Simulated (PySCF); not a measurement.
Below is a simulated gas-phase C 1s photoelectron spectrum of `BNCC` (C2H8BN).

Every computed line was given a Gaussian of 0.8 eV full width at half maximum and an area set by the number of equivalent atoms; the highest printed point is 100. The calculation used delta-SCF UKS SCAN, pcX-2 on the ionised atom, pcseg-1 elsewhere, spin-free X2C in PySCF.

binding energy (eV), intensity and a bar:
```
    289.7          0 
    289.8          1 
    289.9          2 
    290.0          4 #
    290.1          8 ##
    290.2         15 ####
    290.3         25 #######
    290.4         39 ############
    290.5         56 #################
    290.6         73 ######################
    290.7         88 ##########################
    290.8         97 #############################
    290.9        100 ##############################
    291.0         97 #############################
    291.1         89 ###########################
    291.2         83 #########################
    291.3         79 ########################
    291.4         81 ########################
    291.5         88 ##########################
    291.6         95 ############################
    291.7        100 ##############################
    291.8         99 ##############################
    291.9         91 ###########################
    292.0         77 #######################
    292.1         60 ##################
    292.2         43 #############
    292.3         28 ########
    292.4         17 #####
    292.5          9 ###
    292.6          5 #
    292.7          2 #
    292.8          1 
    292.9          0
```

Q: Count the maxima, the lines and the sites behind this envelope.

A: The curve has 2 maxima (at 290.9 and 291.7 eV). Under it lie 2 lines from 2 inequivalent carbon sites.

Q: Decompose the envelope and assign each component. Numbering: `[BH2:1][NH:2][CH2:3][CH3:4]`.

A: 
```tsv
position (eV)	relative area	line	atoms	environment
290.86	1	C 1s	C4	methyl carbon
291.77	1	C 1s	C3	sp3 carbon bound to nitrogen
```

Q: Above which line width would these two lines show one maximum?

A: Two equal Gaussians merge once their distance is under 2σ = FWHM/1.177. With 0.91 eV between them that is a full width over 1.07 eV.

The listed C 1s values span 0.91 eV, from C4 (bonded to C and 3 H) to C3 (bonded to N, C and 2 H). Summing the Pauling electronegativity differences to the bonded atoms, each weighted by its formal bond order, gives -1.05 for the lowest site and -0.21 for the highest.

The curve has no shake-up lines and no vibrational structure. The structure is a single PBE0-D3(BJ)/def2-SVP conformer in the gas phase; no vibrational or solvent corrections.

On Arm Neoverse N1, one thread, shared host with 64 logical CPUs at a one-minute load of 55, this took 36 s of wall time and 0.40 GiB of memory at its peak.

The values belong to the conformer `[BH2:1][NH:2][CH2:3][CH3:4]`: B1–N2–C3–C4 118°.
